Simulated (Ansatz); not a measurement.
Input file for C₄H₉B:

```yaml
crystal:
  periodic: [false, false, false]
  atoms:
    - {symbol: B, position_ang: [-0.601839, -0.177272, 1.126524]}
    - {symbol: C, position_ang: [-1.127233, -0.636792, -0.491477]}
    - {symbol: C, position_ang: [0.201522, -0.173451, -0.401966]}
    - {symbol: C, position_ang: [0.982510, -0.758599, 0.615444]}
    - {symbol: C, position_ang: [0.570680, 1.164247, -0.958631]}
    - {symbol: H, position_ang: [-0.724065, 0.955897, 1.484086]}
    - {symbol: H, position_ang: [-1.006990, -1.070592, 1.802761]}
    - {symbol: H, position_ang: [-1.344398, -1.695132, -0.431283]}
    - {symbol: H, position_ang: [-1.835937, -0.039600, -1.051399]}
    - {symbol: H, position_ang: [1.895557, -0.255060, 0.907321]}
    - {symbol: H, position_ang: [0.959273, -1.827991, 0.778784]}
    - {symbol: H, position_ang: [1.265011, 1.692105, -0.304275]}
    - {symbol: H, position_ang: [1.063111, 1.007506, -1.922918]}
    - {symbol: H, position_ang: [-0.310002, 1.785533, -1.123971]}
basis:
  gaussian: {orbitals: def2-TZVPP}
correlation: {method: ccsd_t}
```

```sh
$ ansatz run in.yaml --threads 4 --pin off --events-out ev --progress --plain --max-ram 10444MiB
```

Log, shortened:

```
Functional definition: HF
1622 factors; integrals over basis functions are off by at most 1.5e-3 eV
mean field evaluation 1: about -4932.0299 eV, gradient 3.7e1 eV
mean field evaluation 2: about -4932.2724 eV, gradient 3.7e1 eV
mean field evaluation 4: about -4936.2025 eV, gradient 4.3e0 eV
mean field evaluation 8: about -4936.2651 eV, gradient 2.1e-1 eV
mean field -4936.26536593 eV, -181.4044062770 hartree, gradient 2.2e-6 eV, S^2 0.000000; 0 other end points of the search recorded, 0 dependent functions left out
5 core orbitals not correlated: weight in the atoms' cores, before any rotation towards them, 1.000 or more for the frozen orbitals, at most 0.000 for the correlated occupied ones
reference -4936.26536593 eV, -181.4044062770 hartree; 14, 14 occupied and 262, 262 virtual orbitals, 1622 factors
second order -21.93184834 eV of doubles, -0.00000000 eV of singles
cycle   1  -22.47838347 eV  change   -5.5e-1 eV  update   9.7e-2
cycle   2  -23.02947957 eV  change   -5.5e-1 eV  update   2.7e-2
cycle   3  -23.12826894 eV  change   -9.9e-2 eV  update   1.3e-2
cycle   4  -23.12275134 eV  change    5.5e-3 eV  update   3.2e-3
cycle   5  -23.12303781 eV  change   -2.9e-4 eV  update   1.6e-3
cycle   6  -23.12314516 eV  change   -1.1e-4 eV  update   5.0e-4
cycle   7  -23.12292818 eV  change    2.2e-4 eV  update   2.0e-4
cycle   8  -23.12293513 eV  change   -7.0e-6 eV  update   5.7e-5
cycle   9  -23.12294136 eV  change   -6.2e-6 eV  update   1.8e-5
perturbative correction -1.03361890 eV, -0.0379847940 hartree
Total energy: -4960.42192619 eV, -182.2921434927 hartree
```

Run time 3.8 min (4 threads of an Arm Neoverse V1 on a shared host); peak host memory 8.5 GiB.

The correlation energy is -24.157 eV, 4.3 % of it from (T); the T1 diagnostic reads 0.0105.
